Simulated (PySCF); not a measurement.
Computed shifts of a molecule C2H6FNOSi, PBE/pcSseg-1 (PySCF), GIAO, gas phase, atoms alike by connectivity averaged where their shifts nearly agree, in ppm (number of nuclei): ¹⁵N: 40.9 (1). ²⁹Si: -4.0 (1). ¹⁹F: -123.9 (1). ¹³C: 81.6 (2). ¹H: 4.89 (1), 4.88 (1), 4.68 (1), 4.66 (1), 1.52 (2). References: ¹⁵N against NH3 (σ = 267.0 ppm); ²⁹Si against TMS (σ = 335.4 ppm); ¹⁹F against CFCl3 (σ = 133.6 ppm); ¹³C against TMS (σ = 182.0 ppm); ¹⁷O against H2O (σ = 334.3 ppm); ¹H against TMS (σ = 31.49 ppm), references at their B3LYP-D3(BJ)/def2-TZVP geometries, non-relativistic. Geometry optimised at ωB97X-D3(BJ)/def2-SVP. One conformer was computed; it need not be the lowest.

Problem. Pick the molecule that these values belong to.
(A) C=C(F)[Si@@H](N)O
(B) N[Si@H](O)/C=C/F
(C) N[Si]1(F)COC1
(D) OC/C=N/[SiH2]F

Solution. C, N[Si]1(F)COC1
